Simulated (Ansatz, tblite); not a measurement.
Removing an electron: In(H2S)F3 (InH₂SF₃). Total charge 0; singlet. Geometry: PBE-D4/def2-SVP. Ansatz, gas phase; energy differences of separate SCF runs; the oxidised species was run as a doublet alone.

```xyz
7

In    0.780   -0.501    0.508
S    -0.646    1.396   -0.849
H    -0.881    0.141   -1.395
H    -1.630    1.230    0.083
F     2.718   -0.219    0.361
F    -0.128   -1.592   -0.918
F    -0.214   -0.456    2.210
```

In the def2 sets In takes a core potential; there is no spin–orbit coupling. The xTB rows come from tblite.

| level | −HOMO (eV) | vertical IE (eV) | −LUMO (eV) | HOMO–LUMO gap (eV) |
| --- | --- | --- | --- | --- |
| GFN2-xTB | 13.02 | 16.05 | 10.21 | 2.81 |
| PBE-D4/def2-TZVP | 8.24 | 11.22 | 3.64 | 4.60 |
| r2SCAN-D4/def2-TZVP | 8.62 | 11.49 | 3.42 | 5.20 |

Estimate the rows for GFN1-xTB, PBE0-D4/def2-TZVP.


```tsv
level	−HOMO (eV)	vertical IE (eV)	−LUMO (eV)	HOMO–LUMO gap (eV)
GFN1-xTB	12.83	16.00	9.22	3.61
PBE0-D4/def2-TZVP	9.73	11.88	2.73	7.01
```

 Raw xTB energy differences between charge states are shifted by several eV; the methods need an empirical correction for them.
